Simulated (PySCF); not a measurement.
C₂H₇ClSi₃, SMILES [SiH2]1[SiH2]C([Si@@H]1Cl)=C. Atoms are numbered in the order given.

```xyz
13

C      2.5738    -0.2103     0.2952
C      1.2492    -0.4161     0.2511
Si     0.1671    -1.5293     1.3537
Si    -1.7074    -0.9667     0.0274
Si    -0.0002     0.3302    -0.9562
Cl    -0.2146     2.3820    -0.6727
H      3.0829     0.4693    -0.4009
H      3.2232    -0.7034     1.0303
H      0.5833    -2.9670     1.3389
H      0.1102    -1.0614     2.7743
H     -2.2553    -2.0678    -0.8225
H     -2.8141    -0.2120     0.6860
H      0.3457     0.1276    -2.3959
```
Charge 0, spin multiplicity 1.

The structure is a stationary point at PBE0-D3(BJ)/def2-SVP. A frequency run showed that this geometry is not a minimum. The structure was generated by enumeration; whether it is a known compound was not checked.

Two levels are set side by side: PBE/pcSseg-1 (PySCF) and PBE0/pcSseg-1 (PySCF). GIAO shifts against HCl (³⁵Cl), TMS (²⁹Si), TMS (¹H), TMS (¹³C) at the same level; non-relativistic, no solvent, atoms listed together averaged. Without spin–orbit terms, shifts of atoms bonded to Cl or Br come out too high at both levels. Differences are taken from unrounded values.

| quantity | PBE0 | PBE | PBE minus PBE0 |
|---|---|---|---|
| δ(¹³C) of C1 (ppm) | 164.8 | 162.0 | -2.7 |
| δ(¹³C) of C2 (ppm) | 160.3 | 162.6 | 2.3 |
| δ(²⁹Si) of Si3 (ppm) | -61.6 | -64.0 | -2.4 |
| δ(²⁹Si) of Si4 (ppm) | -95.3 | -99.9 | -4.6 |
| δ(²⁹Si) of Si5 (ppm) | 9.5 | 10.4 | 0.9 |
| δ(³⁵Cl) of Cl6 (ppm) | 4.2 | 26.5 | 22.3 |
| δ(¹H) of H7, H8 (ppm) | 7.28 | 7.24 | -0.03 |
| δ(¹H) of H11, H12 (ppm) | 4.20 | 4.25 | 0.05 |
| δ(¹H) of H13 (ppm) | 6.30 | 6.55 | 0.25 |

Rough cost on one machine, each run with all the roots and properties that it gave: PBE0 against PBE within a factor of 2.
